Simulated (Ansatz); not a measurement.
Compare A (`FC[SiH](F)CCl`) with its isomer B (`FC(F)(Cl)C[SiH3]`).

Computed with Ansatz on PBE0-D4/def2-TZVP structures; ΔE is electronic, products minus reactants. CCSD(T)/CBS is the MP2 limit (def2-TZVPP, def2-QZVPP) plus CCSD(T) − MP2 in def2-TZVPP, frozen cores. DFT in def2-TZVPP. B3LYP here is the variant with VWN-RPA as its local correlation; programs differ in this. Each species was taken in one conformer, which may not be the lowest.

A:

```xyz
11

F    -2.0166   -0.0659    0.7968
C    -1.4571   -0.3404   -0.4482
Si    0.2271    0.4863   -0.5864
F     0.0270    2.0745   -0.6185
C     1.2698    0.0574    0.9056
Cl    1.5809   -1.7005    0.8048
H    -2.1443    0.0207   -1.2212
H    -1.3693   -1.4265   -0.5558
H     0.9006    0.0729   -1.8395
H     0.7501    0.2523    1.8436
H     2.2317    0.5692    0.9187
```

B:

```xyz
11

F    -1.021    1.661    0.519
C    -0.947    0.822   -0.529
F    -1.975   -0.037   -0.412
Cl   -1.223    1.787   -2.006
C     0.366    0.098   -0.556
Si    0.726   -0.947    0.985
H     1.161    0.836   -0.680
H     0.383   -0.547   -1.437
H     0.781   -0.092    2.195
H     2.052   -1.580    0.766
H    -0.303   -2.001    1.154
```

(1) Which isomer does CCSD(T)/CBS put lower? Give the gap. (Best estimate.)

(2) Give E(B) − E(A) in kcal/mol with r2SCAN-D4, B3LYP-D4, B3LYP, CCSD(T)/def2-TZVPP, CCSD/def2-TZVPP, PBE0-D4, B2PLYP. (An estimate is asked.)

Largest T1 diagnostic: 0.011.

## Answers

(1) Computed: A, by 41.9 kcal/mol.

(2) Ansatz gave: r2SCAN-D4 37.7, B3LYP-D4 41.1, B3LYP 41.2, CCSD(T)/def2-TZVPP 39.8, CCSD/def2-TZVPP 40.8, PBE0-D4 38.2, B2PLYP 41.4. None reverses the order clearly.

From PBE to PBE0 (25 % exact exchange), in def2-TZVPP and without D4, E(B) − E(A) moves by +1.2 kcal/mol. In def2-TZVPP, CCSD(T) changes the Hartree–Fock value by −2.4 kcal/mol (the triples alone add −1.0 kcal/mol) and MP2 by −0.8 kcal/mol.
